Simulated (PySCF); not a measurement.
H₇NO₂Si₂, SMILES N[Si@H](O)O[SiH3]. Heavy atoms are numbered as in [NH2:1][Si@H:2]([OH:3])[O:4][SiH3:5]. Hydrogens are named by the atom that carries them.

The structure is a stationary point at PBE0-D3(BJ)/def2-SVP. The structure was generated by enumeration; whether it is a known compound was not checked. Other conformers were not sampled.

All values below come from PySCF with ωB97X/def2-TZVP.

ESP charges are fitted to the potential on shells at 1.4 to 2.0 van der Waals radii. Atomic charges (e), one atom of each kind:

```tsv
atom	meta-Löwdin	Mulliken	ESP fit
N1 (NH2)	(withheld)	-0.64	-1.16
Si2 (SiH)	1.28	0.65	0.99
O3 (OH)	(withheld)	-0.54	-0.72
O4	-0.85	-0.43	-0.45
Si5 (SiH3)	0.78	0.36	0.38
H on N1	0.24	0.24	0.45
H on Si2	(withheld)	-0.07	-0.15
H on O3	(withheld)	0.33	0.44
H on Si5	-0.13	-0.05	-0.06
```

Problem. Some entries are withheld; supply them. (The exact figures need the calculation; the answer reports its results.)

Solution. 
- N1 (NH2), meta-Löwdin: -0.76
- O3 (OH), meta-Löwdin: -0.77
- H on Si2, meta-Löwdin: -0.15
- H on O3, meta-Löwdin: 0.35

Computed Mayer and Wiberg (Löwdin basis) orders of the bonds:
```
bond    Mayer  Wiberg
------  -----  ------
N1–Si2   1.17    1.54
Si2–O3   1.16    1.63
Si2–O4   1.11    1.53
O4–Si5   1.09    1.56
```
